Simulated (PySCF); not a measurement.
In(F)(Me)(OH) (CH₄FInO), SMILES [CH3][In]([OH])[F]. Geometry: B3LYP-D3(BJ)/def2-SVP. The def2 effective core potentials stand for the cores of In; spin–orbit coupling is left out. The values are those of a single conformer.

Computed equilibrium geometry at B3LYP-D3(BJ)/def2-SVP (PySCF confirms it by a frequency run) as bond lengths and angles, and its point group (one conformer of several):
point group Cs.
Atoms: In1 F2 C3 H4 H5 H6 O7 H8. Bonds (Å): In1–F2 1.981, In1–C3 2.148, In1–O7 2.001, C3–H4 1.098, C3–H5 1.097, C3–H6 1.098, O7–H8 0.969. Bond angles (°): F2–In1–C3 121.7, F2–In1–O7 108.0, C3–In1–O7 130.2, In1–C3–H4 108.5, In1–C3–H5 109.4, In1–C3–H6 108.5, H4–C3–H5 110.3, H4–C3–H6 109.6, H5–C3–H6 110.3, In1–O7–H8 110.7.
Charge 0, spin multiplicity 1.
